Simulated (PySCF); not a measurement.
Si(Cl)(H)2(NHMe) (CH6ClNSi), SMILES CN[SiH2]Cl. Heavy atoms are numbered as in [SiH2:1]([Cl:2])[NH:3][CH3:4]. Hydrogens are named by the atom that carries them.

Coordinates come from a B3LYP-D3(BJ)/def2-SVP optimisation. One conformer was computed; it need not be the lowest.

Method: PySCF with PBE/pcSseg-1.

GIAO shieldings, no solvent; atoms alike by connectivity are averaged. δ = σ(ref) − σ: ²⁹Si against TMS (σ = 335.4 ppm); ³⁵Cl against HCl (σ = 936.5 ppm); ¹⁵N against NH3 (σ = 267.0 ppm); ¹³C against TMS (σ = 182.0 ppm); ¹H against TMS (σ = 31.49 ppm), references at their B3LYP-D3(BJ)/def2-TZVP geometries, non-relativistic (without spin–orbit terms, shifts of atoms bonded to Cl or Br come out too high).

| nucleus | atoms | count | δ (ppm) |
|---|---|---|---|
| ²⁹Si | Si1 (SiH2) | 1 | -19.4 |
| ³⁵Cl | Cl2 | 1 | 72.7 |
| ¹⁵N | N3 (NH) | 1 | 54.9 |
| ¹³C | C4 (CH3) | 1 | 35.8 |
| ¹H | H on Si1 | 2 | 5.58 |
| ¹H | H on C4 | 3 | 3.12 |
| ¹H | H on N3 | 1 | 1.22 |
